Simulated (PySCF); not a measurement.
**From PBE to CCSD(T): MAl along the halogens**

PBE and CCSD(T) in PySCF with def2-TZVPP on every atom (core potentials on I), for the lowest determinant that a PBE0 search found; no spin–orbit coupling.

```tsv
molecule	state (unpaired electrons)	PBE Re (Å)	PBE ωe (cm⁻¹)	PBE De (eV)	CCSD(T) Re (Å)	CCSD(T) ωe (cm⁻¹)	CCSD(T) De (eV)
AlF	singlet (closed shell)	1.684	747	7.05	1.665	797	6.83
AlCl	singlet (closed shell)	2.163	459	5.26	2.146	484	5.09
AlBr	singlet (closed shell)	2.337	359	4.69	?	?	?
AlI	singlet (closed shell)	2.570	304	4.01	2.545	320	3.87
```

(1) Estimate the CCSD(T) values of AlBr by adding the mean shift from PBE to CCSD(T) of the other rows, and compare with the calculation.

(2) What are the mean differences of PBE from CCSD(T) over the whole series?

In a basis of this size CCSD(T) is itself not converged; it tends to give bonds that are too long and too weak.

Correlated steps freeze the inner cores (6 to 14 orbitals); shallow outer-core shells are correlated. Spin–orbit coupling is left out, which matters for elements this heavy, above all for dissociation energies. Where the molecule has an RHF reference, its open-shell atoms are computed with UHF.

## Answers

(1) The mean shifts are -2.0 pm, +30 cm⁻¹ and -0.18 eV, which give 2.317 Å, 389 cm⁻¹ and 4.51 eV. CCSD(T)/def2-TZVPP gives Re = 2.315 Å, ωe = 380 cm⁻¹, De = 4.56 eV.

(2) Re +2.1 pm, ωe -28 cm⁻¹, De +0.17 eV.
